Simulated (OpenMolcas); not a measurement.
Ta4+ (d1) among equal point charges was computed by CASSCF with the d shell active (OpenMolcas, ANO-RCC-VDZP on the metal). Its lowest spin-free states, and all those of the highest spin:

```csv
2S+1,Degeneracy,E (cm-1)
2,1,0.0
2,2,17833
2,1,38330
2,1,57903
```

Task: Is the site octahedral, tetrahedral or cube-like, axial, or of lower symmetry?

Result: The states with 2S+1 = 2 have orbital degeneracies 1, 2, 1, 1. There are pairs but no triples, so the site is axial: not cubic, but with a proper or improper axis of order three or more. The run had Ta4+ among 4 point charges of -2 e arranged as a square (D4h), 1.96 Å from the ion.

Point charges carry no covalency, so the field is a model and not that of real ligands. No measured value stands beside these numbers.
